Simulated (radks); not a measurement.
Charge is removed step by step from the 6p up level of Pb+, starting from [Hg] 6p(up 1, down 0). All-electron calculation, scalar-relativistic Kohn-Sham, PBE, spin-polarised, spherical densities, finite nucleus; Fermi nuclear charge, rms radius 5.5012 fm. Program: a radial shooting solver on a logarithmic mesh with Libxc functionals.

removed (e)	E - E(0) (eV)	eigenvalue (eV)	E minus straight line (eV)
0	0.000	-10.197	0.000
0.1	1.053	-10.868	-0.311
0.2	2.173	-11.546	-0.554
0.3	3.361	-12.231	-0.730
0.4	4.618	-12.921	-0.836
0.5	5.944	-13.618	-0.873
0.6	7.341	-14.321	-0.841
0.7	8.807	-15.029	-0.737
0.8	10.345	-15.743	-0.563
0.9	11.954	-16.460	-0.317
1	13.635	-17.177	0.000

Removing the whole electron costs 13.635 eV by Delta-SCF, against 10.197 eV from minus the eigenvalue at the starting occupation. Slater's transition state (half an electron removed) gives 13.618 eV. Integrating minus the eigenvalue over the occupation (Janak's theorem) gives 13.642 eV. In this scalar-relativistic scheme the density is built from large components alone, so the theorem holds only approximately. The mean slope of the eigenvalue, de/dn, is 6.98 eV per electron. Ionisation energy of Pb+ in the NIST Atomic Spectra Database: 15.032 eV (measured).

Beside tabulated values, note that scalar-relativistic runs lack spin-orbit coupling.
